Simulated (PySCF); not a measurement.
**Correlation energy of Se (selenium, neutral)**

[Ar] 3d10 4s2 4p4, high-spin 3P determinant. Calculation: PySCF 2.14, in x2c-SVPall (5s4p3d, 32 functions); scalar relativity by spin-free X2C-1e. Frozen: [Ar] 3d10; 6 electrons correlated.

MP2 pair energies summed by pair of shells (mhartree):

| pair | energy | share (%) |
| --- | --- | --- |
| 4p-4p | -35.08 | 47.1 |
| 4s-4p | -32.63 | 43.8 |
| 4s-4s | -6.72 | 9.0 |

Total MP2 correlation energy: -74.43 mhartree.

Same-spin part -18.32 and opposite-spin part -56.10 mhartree; SCS-MP2 scales them by 1/3 and 6/5 to -73.43 mhartree.

```csv
level,correlation energy (mhartree)
CCSD,-90.19
(T),-1.17
CCSD(T),-91.36
```

Diagnostics: T1 = 0.0065, D1 = 0.0213, largest double amplitude 0.054.

Cost of the coupled-cluster step: 0.23 s of wall time on 1 thread of Neoverse-N1 (shared host), for 6 correlated electrons.
